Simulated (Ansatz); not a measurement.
A nudged elastic band was laid between two geometries of AlCl2H3O + FH (9 atoms, charge 0, multiplicity 1).

These are results of RKS r2SCAN-D4/def2-SVP (Ansatz 0.2.0), not measurements.

```json
{
 "movable images": "7",
 "climbing image": "yes",
 "spring": "5.0 eV/Å²",
 "optimiser": "quadratic models (default)",
 "start path": "through a guess of the saddle point",
 "force threshold": "0.05 eV/Å",
 "iteration limit": "60",
 "end points": "relaxed"
}
```

Image 0:

```xyz
9
Properties=species:S:1:pos:R:3
Al -0.967 0.330 -0.323
H -1.037 -0.789 0.836
Cl -1.207 -0.399 -2.304
Cl -1.865 2.169 0.182
H 1.353 -0.035 0.340
O 0.940 0.598 -0.316
H 0.225 -1.164 1.326
F 1.189 -1.193 1.438
H 1.369 0.482 -1.179
```

Image 8:

```xyz
9
Properties=species:S:1:pos:R:3
Al -0.181 0.237 -0.026
H -2.105 -1.606 1.321
Cl -0.781 -0.808 -1.770
Cl -1.392 1.799 0.683
H 2.194 0.781 -0.332
O 1.406 1.079 -0.821
H -1.400 -1.683 1.595
F 0.743 -0.602 1.097
H 1.516 0.802 -1.747
```

Question: What changes between the two ends?

Answer: Bonds broken: Al1–H2, H7–F8. Bonds formed: Al1–F8, H2–H7. AlCl2H3O + FH becomes AlCl2FH2O + H2.

Question: What energy profile does the band end with?

Answer: The run converged. The highest image is number 3 of 0 to 8, 36.9 kJ/mol above the first end and 158.3 kJ/mol above the last; the last end lies 121.4 kJ/mol below the first. A vibrational analysis at the climbing image gives one clearly imaginary mode, 306i cm⁻¹: a first-order saddle point. The orbitals stay closed-shell, which can raise the energy where a bond breaks towards radicals; this wasn't checked here.

```tsv
image	path coordinate (Å)	energy (kJ/mol)	Al1–H2 (Å)	H7–F8 (Å)	Al1–F8 (Å)
0	0.00	0.0	1.61	0.97	3.17
1	0.73	1.1	1.61	0.97	3.10
2	1.45	14.5	1.62	0.97	2.75
3	2.18	36.9	1.68	1.07	2.15
4	2.74	-26.9	1.90	1.52	1.82
5	3.30	-85.9	2.21	1.88	1.72
6	3.86	-109.2	2.49	2.13	1.69
7	4.42	-119.3	2.75	2.33	1.68
8	4.98	-121.4	2.99	2.45	1.68
```

Question: What is the geometry of the highest image?

Answer: 
```xyz
9
Properties=species:S:1:pos:R:3:forces:R:3
Al -0.692 0.124 -0.097 0.00 0.00 0.00
H -1.169 -1.332 0.598 0.00 0.00 0.00
Cl -1.083 -0.273 -2.181 0.00 0.00 0.00
Cl -1.591 1.872 0.671 0.00 0.00 0.00
H 1.860 0.247 0.061 0.00 0.00 0.00
O 1.159 0.518 -0.553 0.00 0.00 0.00
H -0.336 -1.078 1.342 0.00 0.00 0.00
F 0.453 -0.419 1.636 0.00 0.00 0.00
H 1.399 0.341 -1.478 0.00 0.00 0.00
```

Question: What are the harmonic wavenumbers there?

Answer: 306i, 72, 144, 163, 184, 272, 336, 369, 405, 437, 452, 584, 655, 1041, 1139, 1259, 1524, 1639, 2097, 3734, 3854 cm⁻¹.

The run took 16 min on 2 threads of Arm Neoverse V1 (shared host), peak memory 0.17 GiB.
